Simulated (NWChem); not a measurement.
C₃H₈Si; SMILES [SiH3]C1CC1

Program: NWChem. Each level has its own optimisation; frequencies are unscaled. Brackets give each atom's bonded neighbours.

For level Hartree-Fock/STO-3G:

```
Item                               Value
---------------------------------  -----
r H–Si (Å)                         1.423
highest harmonic frequency (cm⁻¹)   3804
lowest (cm⁻¹)                        109
zero-point energy (kcal/mol)        74.0
dipole (D)                          0.16
```

Question: How do the values read with level PBE0/def2-SVP instead?

Answer: r H–Si (Å): 1.497
highest harmonic frequency (cm⁻¹): 3244
lowest (cm⁻¹): 136
zero-point energy (kcal/mol): 60.6
dipole (D): 0.93
